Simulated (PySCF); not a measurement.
The numbers are results of PBE0-D4/def2-TZVP // PBE0-D4/def2-SVP (PySCF), not measurements. All species are isolated molecules in the gas phase. Delta-SCF ions had no search for a lower state. Excitations are Tamm–Dancoff values on a coarser integration grid. The basis has no diffuse functions, so Rydberg states are missing or too high.

Reference species (SMILES): `c1c(c2c(cccc2cc1)[SiH3])Cl` (neutral, multiplicity 1).

```yaml
brightest of the four lowest singlets (TDA): 5.86 eV
vertical ionisation energy (Delta-SCF): 8.05 eV
S1 excitation (TDA): 4.35 eV
HOMO–LUMO gap: 4.82 eV
```

Changed species: `[SiH3]c1cccc2ccc(Cl)cc12`.

### Question
What does the change do to the brightest of the four lowest singlets (TDA), vertical ionisation energy (Delta-SCF), S1 excitation (TDA) and HOMO–LUMO gap?

### Answer
the brightest of the four lowest singlets (TDA) rises by 0.09 eV, to 5.95 eV; the vertical ionisation energy (Delta-SCF) goes up by 0.10 eV, to 8.15 eV; the S1 excitation (TDA) hardly moves; the HOMO–LUMO gap increases by 0.10 eV, to 4.92 eV.
